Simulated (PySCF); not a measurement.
## How methods differ on the fine-structure interval of Cr¹⁹⁺

Cr¹⁹⁺ [He] 2s2 2p1 [2p1/2^1, M_J = 1/2] → Cr¹⁹⁺ [He] 2s2 2p1 [2p3/2^1, M_J = 3/2], as a difference of total energies. Calculation: PySCF 2.14, in an even-tempered Gaussian basis (17 s from 4.6 bohr⁻², ratio 2.4; 11 p from 6 bohr⁻², ratio 2.4; 5 d from 21 bohr⁻², ratio 2.6; 4 f from 31 bohr⁻², ratio 2.6); the two-component X2C-1e Hamiltonian. Correlated levels: nothing frozen; the 34 highest virtual spinors dropped. "Screened" scales the spin-orbit matrix elements by Boettger's factors to mimic the two-electron term; Breit and QED terms are absent.

| method | fine-structure interval (cm⁻¹) |
| --- | --- |
| GHF (screened spin-orbit) | 87600 |
| GMP2 (screened spin-orbit) | 86291 |
| GHF (bare spin-orbit) | 95579 |
